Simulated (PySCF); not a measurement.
## Computed properties of C2H4ClNOSi, SMILES C1[Si@](O)(Cl)C=N1

C2H4ClNOSi, SMILES O[Si@@]1(Cl)C=NC1. Coordinates come from a B3LYP-D3(BJ)/def2-SVP optimisation. The structure was generated by enumeration; whether it is a known compound was not checked. The values are those of a single conformer. All values are computed for the isolated molecule unless a solvent is named; none is compared with measurement here.

**Structure.** All 24 harmonic modes at B3LYP-D3(BJ)/def2-SVP (PySCF) are real, so it is a minimum. With heavy atoms numbered as in [OH:1][Si@@:2]1([Cl:3])[CH:4]=[N:5][CH2:6]1, the shortest bond between them is C4–N5 at 1.288 Å and the longest Si2–Cl3 at 2.088 Å.

**Vibrations.** The strongest infrared lines (harmonic, unscaled, degenerate partners summed) lie at 807 cm⁻¹ (266 km/mol, H 61 %, Si 14 %, C 12 %, O 11 %), 588 cm⁻¹ (126 km/mol, Si 51 %, Cl 13 %, C 13 %, H 12 %, N 9 %), 3869 cm⁻¹ (119 km/mol, H 94 %). The softest mode is at 103 cm⁻¹ and the zero-point energy is 40.0 kcal/mol.

**Electronic structure.** M06-2X/def2-TZVP (PySCF) places the frontier levels at -8.63 and -0.18 eV, a gap of 8.45 eV, and gives a dipole moment of 1.82 D and a mean polarisability of 65.1 bohr³. PBE/def2-TZVP (PySCF) at the same geometry gives -6.00 and -2.31 eV, so its gap is 4.76 eV narrower. An orbital gap is neither the optical nor the fundamental gap.

**Excitations.** TDA-B3LYP/def2-SVPD (PySCF) has S1 at 4.27 eV (290 nm, f = 0.002, weak); the most intense of the 10 singlets computed lies at 7.51 eV (f = 0.12). T1 (TDA) is at 3.37 eV, 0.90 eV under S1. TDA-PBE/def2-SVPD (PySCF) puts S1 at 4.13 eV. No vertical singlet excitation falls in the visible range (under 3.1 eV).

**NMR.** GIAO shifts at B3LYP/pcSseg-1 (PySCF) (non-relativistic, atoms alike by connectivity averaged): ¹³C from 75.6 to 201.0 ppm against TMS; ¹H from 3.1 to 8.7 ppm against TMS; ²⁹Si at -7.9 ppm against TMS. Without spin–orbit terms, shifts of atoms bonded to Cl or Br come out too high.

**Solvation.** SMD-M06-2X/6-31G* (PySCF) gives -6.8 kcal/mol in water, -4.0 kcal/mol in toluene, -5.9 kcal/mol in cyclohexanone (1 M in both phases, gas-phase geometry); of these solvents water holds the molecule best.
